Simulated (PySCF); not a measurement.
B2H4NSi, B2H5N2, CH5BNSi, AlBFH3N and others (calculated)

All values are calculated (PySCF 2.14.0). Calculation on a computer-drawn molecule: optimised geometry and harmonic frequencies of an isolated molecule of the commonest isotopes, restricted reference for singlets and unrestricted otherwise, frozen core in MP2.

Common to all runs: method HF.

(1) B2H4NSi

Start structure:
```xyz
8
B2H4NSi
B     -3.2461     2.7687     0.7787
N     -2.6274     1.6881     0.6763
B     -1.9556     0.4324     0.5308
Si    -0.1538     0.4676     0.0495
H     -3.8348     3.8006     0.8580
H     -2.5864    -0.5591     0.7123
H      0.7864    -0.7836    -0.1123
H      0.7900     1.5348    -0.2918
```

| Item | Value |
| --- | --- |
| charge | 0 |
| multiplicity | 2 |
| basis | cc-pV(D+d)Z |
| rotational constants | 25.87, 2.685, 2.442 GHz |
| total energy | -395.0803 hartree |
| spin squared | 0.7673 |
| convergence status largest gradient component | 2.384e-05 hartree/bohr |

Drawn bonds:
| atom | other atom | order |
| --- | --- | --- |
| 1 | 2 | 2 |
| 2 | 3 | 1 |
| 3 | 4 | 1 |
| 1 | 5 | 1 |
| 3 | 6 | 1 |
| 4 | 7 | 1 |
| 4 | 8 | 1 |

Optimised structure:
```xyz
8
B2H4NSi
B     -3.2485     2.7687     0.7444
N     -2.6467     1.6848     0.6645
B     -1.9520     0.4640     0.5623
Si     0.0426     0.4212     0.2797
H     -3.8188     3.7885     0.8203
H     -2.5443    -0.5730     0.7049
H      0.6382    -0.8193    -0.2711
H      0.7017     1.6145    -0.3035
```

Modes:
| frequency (cm⁻¹) | reduced mass (dalton) |
| --- | --- |
| 134.3 | 3.25 |
| 172.5 | 1.583 |
| 266.4 | 1.738 |
| 326.4 | 3.549 |
| 398.5 | 1.193 |
| 542.6 | 1.705 |
| 714.9 | 2.198 |
| 794.7 | 1.555 |
| 795.3 | 1.347 |
| 838.2 | 1.366 |
| 1007 | 1.065 |
| 1048 | 1.859 |
| 1223 | 2.277 |
| 2015 | 5.445 |
| 2300 | 1.032 |
| 2308 | 1.052 |
| 2676 | 1.092 |
| 2996 | 1.194 |

(2) B2H5N2

Start structure:
```xyz
9
B2H5N2
B     -1.9973     0.5876    -3.1949
N     -1.7040     1.0069    -2.0287
B     -1.4989     1.4160    -0.6780
N     -2.0805     0.4130     0.3864
H     -2.2450     0.3094    -4.2672
H     -0.2161     1.5795    -0.4635
H     -2.0322     2.5582    -0.5193
H     -3.0690     0.2803     0.1027
H     -2.0284     0.8263     1.3102
```

| Item | Value |
| --- | --- |
| charge | -1 |
| multiplicity | 1 |
| basis | aug-cc-pVDZ |
| rotational constants | 27.66, 4.333, 3.904 GHz |
| total energy | -161.2347 hartree |
| convergence status largest gradient component | 3.664e-05 hartree/bohr |

Drawn bonds:
| atom | other atom | order |
| --- | --- | --- |
| 1 | 2 | 2 |
| 2 | 3 | 1 |
| 3 | 4 | 1 |
| 1 | 5 | 1 |
| 3 | 6 | 1 |
| 3 | 7 | 1 |
| 4 | 8 | 1 |
| 4 | 9 | 1 |

Optimised structure:
```xyz
9
B2H5N2
B     -1.9716     0.6122    -3.2463
N     -1.7682     0.9826    -2.0943
B     -1.5159     1.4572    -0.6424
N     -2.1016     0.4144     0.3581
H     -2.1650     0.2589    -4.3525
H     -0.2906     1.5642    -0.4351
H     -2.0347     2.5990    -0.5186
H     -3.1044     0.3765     0.2770
H     -1.9195     0.7121     1.3019
```

Modes:
| frequency (cm⁻¹) | reduced mass (dalton) |
| --- | --- |
| 174.1 | 2.137 |
| 217.3 | 1.471 |
| 277.4 | 2.276 |
| 467.4 | 4.145 |
| 718 | 1.864 |
| 766.2 | 1.46 |
| 782 | 1.368 |
| 794.1 | 1.376 |
| 893 | 2.693 |
| 956.2 | 1.794 |
| 1033 | 1.213 |
| 1139 | 1.282 |
| 1256 | 1.292 |
| 1280 | 1.164 |
| 1710 | 1.095 |
| 2027 | 4.505 |
| 2145 | 1.09 |
| 2274 | 1.06 |
| 2901 | 1.232 |
| 3665 | 1.051 |
| 3737 | 1.09 |

(3) CH5BNSi

Start structure:
```xyz
9
CH5BNSi
B     -0.8353    -0.2344    -1.4103
N     -0.0925     0.4131    -0.6178
Si     0.7727     1.3030     0.4648
C      2.0799     0.1722     1.3408
H     -1.4687    -0.8379    -2.1605
H      1.3942     2.4681    -0.1363
H      2.5956     0.7984     2.1167
H      2.7944    -0.2651     0.7165
H      1.6080    -0.6316     1.8878
```

| Quantity | Value |
| --- | --- |
| charge | 0 |
| multiplicity | 2 |
| basis | cc-pV(D+d)Z |
| rotational constants | 17.05, 3.461, 2.972 GHz |
| total energy | -408.8669 hartree |
| spin squared | 0.7558 |
| convergence status largest gradient component | 2.164e-05 hartree/bohr |

Drawn bonds:
| atom | other atom | order |
| --- | --- | --- |
| 1 | 2 | 2 |
| 2 | 3 | 1 |
| 3 | 4 | 1 |
| 1 | 5 | 1 |
| 3 | 6 | 1 |
| 4 | 7 | 1 |
| 4 | 8 | 1 |
| 4 | 9 | 1 |

Optimised structure:
```xyz
9
CH5BNSi
B     -0.8194    -0.2444    -1.4302
N     -0.0965     0.3817    -0.6365
Si     0.7794     1.2829     0.5278
C      2.0623     0.2058     1.3842
H     -1.4954    -0.8376    -2.1821
H      1.4363     2.4401    -0.1335
H      2.6328     0.7915     2.1101
H      2.7615    -0.2088     0.6511
H      1.5874    -0.6255     1.9107
```

Modes:
| frequency (cm⁻¹) | reduced mass (dalton) |
| --- | --- |
| 132 | 2.995 |
| 155.3 | 1.189 |
| 207.3 | 2.632 |
| 294.2 | 3.862 |
| 595.6 | 1.076 |
| 673.7 | 4.049 |
| 756.3 | 4.011 |
| 807.8 | 1.316 |
| 814.3 | 1.357 |
| 828.7 | 1.364 |
| 875.9 | 1.408 |
| 954.1 | 1.248 |
| 1382 | 1.248 |
| 1548 | 1.051 |
| 1551 | 1.051 |
| 1970 | 5.212 |
| 2265 | 1.042 |
| 2986 | 1.195 |
| 3163 | 1.035 |
| 3244 | 1.101 |
| 3257 | 1.102 |

(4) AlBFH3N

Start structure:
```xyz
7
AlBFH3N
B     -1.9536    -0.1052     0.7274
N     -1.8536    -0.0300     2.0709
Al    -1.7669     0.0386     3.9074
F     -2.9687    -1.0093     4.5440
H     -2.0132    -0.0863    -0.3586
H     -1.9955     1.4554     4.3360
H     -0.3894    -0.5029     4.3272
```

| Property | Result |
| --- | --- |
| charge | -1 |
| multiplicity | 1 |
| basis | aug-cc-pV(D+d)Z |
| rotational constants | 16.28, 3.23, 2.805 GHz |
| total energy | -422.4200 hartree |
| convergence status largest gradient component | 1.969e-05 hartree/bohr |

Drawn bonds:
| atom | other atom | order |
| --- | --- | --- |
| 1 | 2 | 2 |
| 2 | 3 | 1 |
| 3 | 4 | 1 |
| 1 | 5 | 1 |
| 3 | 6 | 1 |
| 3 | 7 | 1 |

Optimised structure:
```xyz
7
AlBFH3N
B     -1.9515    -0.0822     0.7805
N     -1.8839    -0.0490     2.0132
Al    -1.7673     0.0131     3.8782
F     -2.9791    -1.0009     4.5162
H     -2.0155    -0.1135    -0.3937
H     -2.0318     1.5362     4.3991
H     -0.3118    -0.5434     4.3609
```

Modes:
| frequency (cm⁻¹) | reduced mass (dalton) |
| --- | --- |
| 122 | 4.266 |
| 164 | 2.972 |
| 284.8 | 8.482 |
| 545.2 | 8.302 |
| 597 | 1.469 |
| 613.7 | 1.063 |
| 703.3 | 5.905 |
| 809.5 | 1.249 |
| 809.5 | 1.361 |
| 813.1 | 1.357 |
| 842.2 | 1.085 |
| 1704 | 1.051 |
| 1780 | 1.026 |
| 1976 | 4.676 |
| 2912 | 1.217 |

(5) B2H5OSi

Start structure:
```xyz
9
B2H5OSi
B     -3.0941     0.5096     1.1891
B     -1.5966     0.0182     1.6972
O     -0.9141     0.3978     2.7126
Si    -0.4777    -1.2500     0.6164
H     -3.2999     1.3783     0.4412
H     -4.1326    -0.0908     1.5293
H     -1.2666     1.0290     3.3867
H     -0.4807    -2.7562     0.8075
H      0.4984    -0.9708    -0.3809
```

| Quantity | Value |
| --- | --- |
| charge | 1 |
| multiplicity | 1 |
| basis | cc-pV(D+d)Z |
| rotational constants | 7.958, 3.771, 2.7 GHz |
| total energy | -415.7995 hartree |
| convergence status largest gradient component | 3.053e-05 hartree/bohr |

Drawn bonds:
| atom | other atom | order |
| --- | --- | --- |
| 1 | 2 | 1 |
| 2 | 3 | 1 |
| 2 | 4 | 1 |
| 1 | 5 | 1 |
| 1 | 6 | 1 |
| 3 | 7 | 1 |
| 4 | 8 | 1 |
| 4 | 9 | 1 |

Optimised structure:
```xyz
9
B2H5OSi
B     -3.1898     0.5236     1.1808
B     -1.6302     0.0518     1.6918
O     -0.8729     0.3788     2.7402
Si    -0.4527    -1.3245     0.6121
H     -3.3241     1.4445     0.4302
H     -4.1496    -0.1022     1.5220
H     -1.2240     1.0015     3.3683
H     -0.4577    -2.7743     0.8557
H      0.5372    -0.9340    -0.4020
```

Modes:
| frequency (cm⁻¹) | reduced mass (dalton) |
| --- | --- |
| 67.82 | 1.041 |
| 145.8 | 3.334 |
| 170.5 | 1.035 |
| 245.4 | 3.501 |
| 288.4 | 1.654 |
| 464.2 | 4.511 |
| 475.2 | 1.213 |
| 657.2 | 1.455 |
| 683.2 | 1.16 |
| 822.6 | 1.939 |
| 841 | 2.876 |
| 989.2 | 1.369 |
| 1044 | 1.115 |
| 1168 | 1.318 |
| 1259 | 1.193 |
| 1446 | 9.661 |
| 2381 | 1.03 |
| 2411 | 1.055 |
| 2706 | 1.054 |
| 2797 | 1.125 |
| 4072 | 1.067 |

(6) B2H6NSi

Start structure:
```xyz
10
B2H6NSi
B     -1.4519     2.0972    -1.1179
B     -1.7516     0.5221    -0.8039
N     -1.3704    -0.1007     0.5175
Si    -1.6640    -1.7732     0.9603
H     -0.5152     2.4357    -1.6653
H     -2.2399     2.9456    -0.8874
H     -2.2021    -0.1343    -1.6289
H     -0.9872     0.4381     1.1118
H     -2.2743    -2.6571    -0.0267
H     -1.2171    -2.2060     2.2613
```

| Property | Result |
| --- | --- |
| charge | 1 |
| multiplicity | 1 |
| basis | cc-pV(D+d)Z |
| rotational constants | 32.82, 2.467, 2.34 GHz |
| total energy | -395.9981 hartree |
| convergence status largest gradient component | 1.095e-05 hartree/bohr |

Drawn bonds:
| atom | other atom | order |
| --- | --- | --- |
| 1 | 2 | 1 |
| 2 | 3 | 1 |
| 3 | 4 | 1 |
| 1 | 5 | 1 |
| 1 | 6 | 1 |
| 2 | 7 | 1 |
| 3 | 8 | 1 |
| 4 | 9 | 1 |
| 4 | 10 | 1 |

Optimised structure:
```xyz
10
B2H6NSi
B     -1.4640     2.1183    -1.1519
B     -1.7369     0.4895    -0.7594
N     -1.3744    -0.1330     0.5336
Si    -1.6443    -1.7128     0.9005
H     -0.4463     2.4553    -1.6847
H     -2.2978     2.9478    -0.9282
H     -2.2544    -0.2680    -1.5333
H     -0.9352     0.4509     1.2285
H     -2.2778    -2.5664    -0.0941
H     -1.2426    -2.2143     2.2098
```

Modes:
| frequency (cm⁻¹) | reduced mass (dalton) |
| --- | --- |
| 120.9 | 2.993 |
| 186.7 | 2.894 |
| 244.9 | 1.02 |
| 322.8 | 3.383 |
| 326.4 | 1.294 |
| 541.9 | 1.137 |
| 664.2 | 1.423 |
| 776.6 | 1.754 |
| 778.6 | 1.199 |
| 856.8 | 1.201 |
| 967.2 | 1.957 |
| 981.1 | 1.517 |
| 1011 | 1.318 |
| 1062 | 2.106 |
| 1126 | 2.45 |
| 1201 | 1.285 |
| 1274 | 1.274 |
| 1456 | 1.609 |
| 2441 | 1.027 |
| 2489 | 1.061 |
| 2694 | 1.06 |
| 2712 | 1.086 |
| 2780 | 1.123 |
| 3744 | 1.076 |
